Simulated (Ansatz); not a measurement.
A nudged elastic band was laid between two geometries of FGeH3 + H4Si (10 atoms, charge 0, multiplicity 1).

Level of theory: Ansatz, RKS r2SCAN/def2-SVP.

* movable images: 7
* climbing image: yes
* spring: 5.0 eV/Å²
* optimiser: quadratic models (default)
* start path: through a guess of the saddle point
* force threshold: 0.05 eV/Å
* iteration limit: 60
* end points: relaxed

First end point:

```xyz
10
Properties=species:S:1:pos:R:3
Ge 0.685 -0.106 -0.153
H 1.244 0.316 1.210
H 1.618 0.265 -1.310
F -0.775 0.834 -0.403
H 0.261 -1.577 -0.191
Si -3.065 0.092 1.363
H -3.308 -0.480 0.009
H -4.189 -0.313 2.262
H -2.997 1.578 1.311
H -1.801 -0.465 1.931
```

Last end point:

```xyz
10
Properties=species:S:1:pos:R:3
Ge -0.591 -0.042 -0.392
H 0.684 -0.296 2.618
H 0.545 0.879 0.083
F -0.840 0.358 -2.083
H -0.131 -1.510 -0.375
Si -2.690 0.322 0.679
H -3.755 -0.285 -0.169
H -2.711 -0.318 2.027
H -2.941 1.784 0.828
H 0.106 -0.747 2.814
```

(1) Which bonds break or form, and what moves?

(2) What energy profile does the band end with?

(3) What is the geometry of the highest image?

Results:

(1) Bonds broken: Ge1–H2, Si6–H10. Bonds formed: Ge1–Si6, H2–H10. FGeH3 + H4Si becomes FGeH5Si + H2.

(2) The run converged. The highest image is number 4 of 0 to 8, 2.72 eV above the first end and 2.50 eV above the last; the last end lies 0.21 eV above the first. A structure lower than the last end lies on the path between it and the top, so the climb from that side starts below the end, which may itself be a saddle point or a shallow side well. Neighbouring images differ by up to 2.0 eV, so the band resolves the path poorly. A vibrational analysis at the climbing image gives one clearly imaginary mode, 1332i cm⁻¹: a first-order saddle point. The orbitals stay closed-shell, which can raise the energy where a bond breaks towards radicals; this wasn't checked here.

```
image  path coordinate (Å)  energy (eV)  Ge1–H2 (Å)  Si6–H10 (Å)  Ge1–Si6 (Å)
    0                 0.00         0.00        1.53         1.49         4.05
    1                 1.20         0.01        1.53         1.49         4.22
    2                 2.40         0.05        1.53         1.49         3.96
    3                 3.61         0.76        1.54         1.49         3.33
    4                 4.81         2.72        1.77         1.87         2.66
    5                 5.59         0.85        2.23         2.40         2.42
    6                 6.37         0.28        2.73         2.92         2.38
    7                 7.15         0.21        3.21         3.57         2.38
    8                 7.93         0.21        3.28         3.68         2.38
```

(3) 
```xyz
10
Properties=species:S:1:pos:R:3
Ge -0.110 -0.125 0.033
H 0.309 -0.837 1.602
H 0.865 1.014 0.298
F -1.120 0.669 -1.256
H 0.084 -1.484 -0.627
Si -2.538 0.257 1.048
H -3.375 -0.504 0.084
H -2.906 -0.148 2.444
H -2.674 1.732 0.918
H -0.859 -0.429 1.486
```

Run time: 3.2 min on 4 threads of Arm Neoverse V2, on a shared host, peak memory 0.17 GiB.
